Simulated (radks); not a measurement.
Spherical quantum dot in the effective-mass picture: electrons in a parabolic well V = omega^2 r^2 / 2 with omega = 4.34, with a point charge +1 (a donor) at the centre, all in effective atomic units (hartree* = m*/eps^2 hartree, bohr* = eps/m* bohr), one dielectric constant everywhere. Method: non-relativistic Kohn-Sham, LDA (Slater exchange, Perdew-Wang correlation), spin-polarised, spherical densities; computed with a radial shooting solver with Libxc functionals. Levels are named by radial order and angular momentum (1s, 1p, 1d, 2s, ...), and open shells are averaged over m.

N = 15, configuration 1s2 1p6 1d(up 5, down 0) 2s2. This is the lowest configuration that the search found. Occupied and some empty levels:

level    occupation  eigenvalue (hartree*)  <r> (bohr*)
1s up             1                 21.033       0.6033
1s down           1                 21.192       0.5967
1p up             3                 24.490       0.8234
1p down           3                 24.716       0.8213
2s up             1                 27.663       0.8680
2s down           1                 27.831       0.8727
1d up             5                 27.841       0.9708
1d down           0                 28.081       0.9720
1f up             0                 31.314        1.089
1f down           0                 31.544        1.093
2p up             0                 31.649        1.001
2p down           0                 31.806        1.004
1g up             0                 34.914        1.192
1g down           0                 35.122        1.196

Energy (hartree*): total 270.888, kinetic 74.094, external 93.253, Hartree 118.35, exchange-correlation -14.805.
